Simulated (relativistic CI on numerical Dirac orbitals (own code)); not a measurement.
**Electric-dipole lines of Ho⁴⁹⁺**

Method of calculation: Dirac-Coulomb-Breit CI, orbitals from a KLI potential per configuration, model QED (radiative potential, 1s self-energy scaled to tabulated hydrogen-like ionisation energies), unscaled Slater integrals (own radial code, finite nucleus).

CI space (outside the closed core [Ne]): 3s2 3p6, 3s2 3p5 3d, 3s 3p6 3d, 3s2 3p5 4s, 3s2 3p5 4p, 3s2 3p5 4d, 3p6 3d 4p, 3s 3p6 4s, 3p6 3d2, 3p5 3d3, 3p5 3d2 4s, 3p5 3d2 4p, 3p5 3d2 4d, 3p6 3d 4s, 3p5 3d 4s2, 3p5 3d 4s 4p, 3p5 3d 4s 4d. Double excitations out of closed p, d and f shells are left out; levels of such configurations are missing from the list, as are those of other unlisted configurations, and high levels can miss mixing partners.

| λ vac (nm) | Lower | Upper | A (s⁻¹) | gf | Branching (%) |
| --- | --- | --- | --- | --- | --- |
| 0.49849 | 3s 3p6 3d 3D_3 [16] | 3p6 3d 4p 3F°_4 [180] | 1.94e+13 | 6.51e-01 | n/a |
| 0.49933 | 3s 3p6 3d 3D_2 [15] | 3p6 3d 4p 3F°_3 [175] | 1.87e+13 | 4.89e-01 | n/a |
| 0.51518 | 3s 3p6 3d 3D_3 [16] | 3p6 3d 4p 3P°_2 [171] | 2.20e+13 | 4.39e-01 | n/a |
| 0.51679 | 3s2 3p6 1S_0 [1] | 3s2 3p5 4d 3D°_1 [162] | 5.84e+13 | 7.01e-01 | 99.5 |
| 0.56339 | 3s2 3p6 1S_0 [1] | 3s2 3p5 4d 1P°_1 [153] | 1.17e+14 | 1.67e+00 | 99.9 |
| 0.64120 | 3s2 3p6 1S_0 [1] | 3s2 3p5 4s 1P°_1 [138] | 1.56e+13 | 2.88e-01 | 99.8 |
| 0.64882 | 3p6 3d2 3F_2 [18] | 3p5 3d2 4s 3G°_3 [188] | 1.53e+13 | 6.78e-01 | n/a |
| 0.65014 | 3p6 3d2 3F_3 [20] | 3p5 3d2 4s 3G°_4 [195] | 1.34e+13 | 7.66e-01 | n/a |
| 0.69667 | 3s2 3p5 3d 3F°_3 [4] | 3s2 3p5 4p 3D_2 [140] | 5.79e+12 | 2.11e-01 | 68.8 |
| 2.5622 | 3p6 3d2 3F_2 [18] | 3p5 3d3 3D°_1 [106] | 1.81e+12 | 5.36e-01 | n/a |
| 2.6195 | 3p6 3d2 3P_2 [21] | 3p5 3d3 3D°_1 [118] | 1.98e+12 | 6.12e-01 | n/a |
| 2.6392 | 3p6 3d2 3F_4 [24] | 3p5 3d3 3D°_3 [130] | 1.24e+12 | 9.05e-01 | n/a |
| 2.6448 | 3p6 3d2 1G_4 [22] | 3p5 3d3 1F°_3 [116] | 2.32e+12 | 1.70e+00 | n/a |
| 2.6461 | 3s2 3p6 1S_0 [1] | 3s2 3p5 3d 1P°_1 [11] | 2.48e+12 | 7.80e-01 | 100.0 |
| 2.6549 | 3p6 3d2 3F_3 [20] | 3p5 3d3 3D°_3 [108] | 7.91e+11 | 5.85e-01 | n/a |
| 2.6596 | 3p6 3d2 3F_3 [20] | 3p5 3d3 3D°_2 [107] | 1.77e+12 | 9.36e-01 | n/a |
| 2.6709 | 3p6 3d2 1G_4 [22] | 3p5 3d3 1G°_4 [112] | 2.73e+12 | 2.63e+00 | n/a |
| 2.6773 | 3p6 3d2 3F_4 [24] | 3p5 3d3 1F°_3 [126] | 1.19e+12 | 8.93e-01 | n/a |
| 2.6882 | 3p6 3d2 3P_2 [25] | 3p5 3d3 3P°_2 [129] | 1.62e+12 | 8.79e-01 | n/a |
| 2.7037 | 3p6 3d2 3P_2 [25] | 3p5 3d3 1P°_1 [127] | 2.49e+12 | 8.17e-01 | n/a |
| 2.7040 | 3p6 3d2 3F_4 [24] | 3p5 3d3 3F°_4 [125] | 1.88e+12 | 1.86e+00 | n/a |
| 2.7139 | 3p6 3d2 3P_2 [21] | 3p5 3d3 3D°_3 [108] | 6.60e+11 | 5.10e-01 | n/a |
| 2.7183 | 3p6 3d2 3F_4 [24] | 3p5 3d3 3G°_5 [124] | 1.52e+12 | 1.85e+00 | n/a |
| 2.7220 | 3p6 3d2 3P_2 [25] | 3p5 3d3 1F°_3 [126] | 1.06e+12 | 8.21e-01 | n/a |
| 2.7758 | 3p6 3d2 3F_2 [18] | 3p5 3d3 3F°_2 [99] | 1.71e+12 | 9.89e-01 | n/a |
| 2.9180 | 3p6 3d2 1G_4 [22] | 3p5 3d3 1H°_5 [105] | 4.23e+11 | 5.94e-01 | n/a |
| 2.9936 | 3s2 3p5 3d 1D°_2 [7] | 3s 3p6 3d 1D_2 [17] | 8.18e+11 | 5.49e-01 | 38.8 |
| 3.0524 | 3s2 3p5 3d 3F°_4 [6] | 3s 3p6 3d 3D_3 [16] | 1.37e+12 | 1.34e+00 | 62.9 |
| 3.0590 | 3s2 3p5 3d 3F°_3 [4] | 3s 3p6 3d 3D_2 [15] | 1.46e+12 | 1.02e+00 | 66.4 |
| 3.0649 | 3s2 3p5 3d 3P°_1 [3] | 3s 3p6 3d 3D_1 [14] | 8.13e+11 | 3.43e-01 | 37.3 |
| 3.0702 | 3s2 3p5 3d 3D°_3 [8] | 3s 3p6 3d 1D_2 [17] | 6.51e+11 | 4.60e-01 | 30.9 |
| 3.0860 | 3s2 3p5 3d 3D°_2 [5] | 3s 3p6 3d 3D_2 [15] | 4.90e+11 | 3.50e-01 | 22.3 |
| 3.1292 | 3s2 3p5 3d 3D°_2 [5] | 3s 3p6 3d 3D_1 [14] | 8.53e+11 | 3.76e-01 | 39.2 |
| 3.1696 | 3s2 3p5 3d 3D°_3 [8] | 3s 3p6 3d 3D_3 [16] | 5.22e+11 | 5.51e-01 | 24.0 |
| 3.2787 | 3s2 3p5 3d 1P°_1 [9] | 3s 3p6 3d 1D_2 [17] | 4.44e+11 | 3.58e-01 | 21.1 |
| 4.0048 | 3p6 3d2 3F_3 [20] | 3p5 3d3 3F°_3 [83] | 4.24e+11 | 7.14e-01 | n/a |
| 4.0474 | 3p6 3d2 3F_4 [24] | 3p5 3d3 3D°_3 [96] | 6.16e+11 | 1.06e+00 | n/a |
| 4.0600 | 3s2 3p6 1S_0 [1] | 3s2 3p5 3d 1P°_1 [9] | 6.27e+11 | 4.65e-01 | 100.0 |
| 4.0771 | 3p6 3d2 1G_4 [22] | 3p5 3d3 3D°_3 [86] | 3.35e+11 | 5.84e-01 | n/a |
| 4.0792 | 3p6 3d2 3P_2 [21] | 3p5 3d3 3D°_2 [84] | 4.89e+11 | 6.10e-01 | n/a |
| 4.1199 | 3p6 3d2 3F_2 [18] | 3p5 3d3 3G°_3 [53] | 6.37e+11 | 1.14e+00 | n/a |
| 4.1539 | 3p6 3d2 3F_2 [18] | 3p5 3d3 3F°_2 [51] | 5.36e+11 | 6.93e-01 | n/a |
| 4.1856 | 3p6 3d2 1G_4 [22] | 3p5 3d3 1G°_4 [82] | 5.36e+11 | 1.27e+00 | n/a |
| 4.2024 | 3p6 3d2 3F_4 [24] | 3p5 3d3 3F°_4 [94] | 5.68e+11 | 1.35e+00 | n/a |
| 4.3208 | 3p6 3d2 1G_4 [22] | 3p5 3d3 1H°_5 [76] | 2.66e+11 | 8.20e-01 | n/a |

Terms are leading LS components. Brackets give the number of a level in order of energy, since labels repeat. The list gives strong lines, with weight on those to low levels, without lines whose two gauges differ by over a factor of 2.5, among the lowest 200 of 1246 levels, so that lines to higher ones, which can be the strongest, are missing. Levels whose partners in the same complex of configurations lie outside the list can be far off, and so can their lines. Rates are taken at the computed energies, electric ones in the length gauge.

At this charge energies of transitions that change n are usually good to better than 1 %, and those within a shell (Δn = 0) to a few per cent.

LS names give the leading component of a level, which can be under half, so a name can repeat, a term be missing and a line seem to break the LS rules.
